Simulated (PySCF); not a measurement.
C8H9FO.
Structure used (PBE0-D3(BJ)/def2-SVP), in Å, numbered top down from 1:
```
atom  x, y, z in Å
C1    -1.2680    2.4449   -0.1103
C2    -1.0968    1.3044    0.2593
C3    -0.9020   -0.0808    0.6748
C4    -1.9888   -1.0025    0.1162
C5     0.5139   -0.5716    0.3166
F6     0.5807   -1.8820    0.7996
C7     1.6419    0.2381    0.8659
C8     2.5009    0.4751   -0.1327
O9     2.1341    0.0075   -1.3378
C10    0.8372   -0.5639   -1.1856
H11   -1.4162    3.4587   -0.4325
H12   -0.9521   -0.1176    1.7778
H13   -2.9819   -0.6716    0.4501
H14   -1.9878   -0.9965   -0.9844
H15   -1.8197   -2.0299    0.4637
H16    1.7523    0.5268    1.9086
H17    3.4603    0.9949   -0.1156
H18    0.1241    0.0529   -1.7535
H19    0.8433   -1.5891   -1.5812
```

NICS = −σ at a ghost point: NICS(0) at the centroid of the ring atoms, NICS(1) 1 Å to either side along the normal of their mean plane, zz for the tensor component along that normal. Level: GIAO PBE0/pcSseg-1 (PySCF, non-relativistic, gas phase) on the PBE0-D3(BJ)/def2-SVP geometry, one conformer.

Ring bond lengths (Å), with Mayer bond orders in brackets: C5–C7 1.493 (1.02), C7–C8 1.338 (1.73), C8–O9 1.344 (1.06), O9–C10 1.425 (0.88), C10–C5 1.537 (0.98).

Problem. Give the NICS values of each ring in ppm.

Solution. 
```json
{"ring": "C5–C7–C8–O9–C10", "type": "5-membered ring with O; formal bonds 1 double, 4 single", "NICS(0)": "-4.8", "NICS(1), two faces": "-4.2 / -2.5", "NICS(1)zz, two faces": "-6.8 / -4.0", "rms pucker (Å)": "0.04", "centre to ring atoms, mean (Å)": "1.21"}
```

Problem. What do they say, and how far can they be read as aromaticity?

Solution. 
- C5–C7–C8–O9–C10: mean NICS(1)zz -5.4 ppm, shielded. C5, C10 have four or more neighbours, so the value isn't read as a sign of a π ring current.

Problem. At the second NICS(1) probe listed for ring C5–C7–C8–O9–C10, 1 Å off the ring, what do the in-plane components average?

Solution. The isotropic value is a third of the trace: (3 × -2.5 − (-4.0))/2 = -1.8 ppm.

Problem. What are the shieldings of the ring atoms and their hydrogens in the same run (means over atoms taken as equivalent)?

Solution. 
```
atoms                    environment  σ isotropic (ppm)  principal values of the symmetric part, first atom (ppm)
   C5                 sp3 C–F carbon               78.2                                         56.8, 65.5, 112.3
   C7               alkene CH carbon               77.8                                       -16.1, 113.5, 136.0
   C8  vinylic carbon bearing oxygen               23.2                                         -75.5, 51.3, 94.0
   O9            cyclic ether oxygen              191.8                                       101.0, 205.2, 269.2
  C10     sp3 carbon bound to oxygen              107.1                                         78.2, 96.6, 146.5
  H16               vinylic hydrogen              26.11                                          24.8, 26.3, 27.2
  H17               vinylic hydrogen              24.69                                          22.6, 24.1, 27.4
  H18             methylene hydrogen              26.82                                          22.8, 27.8, 29.9
  H19             methylene hydrogen              26.96                                          22.8, 28.0, 30.1
```

Problem. How do the values depend on the level or the medium?

Solution. 
```tsv
level	NICS(0), C5–C7–C8–O9–C10	mean NICS(1)zz, C5–C7–C8–O9–C10
PBE0/pcSseg-1, gas	-4.8	-5.4
mPW1PW91/pcSseg-1, gas	-4.8	-5.4
```

The geometry is the same throughout.
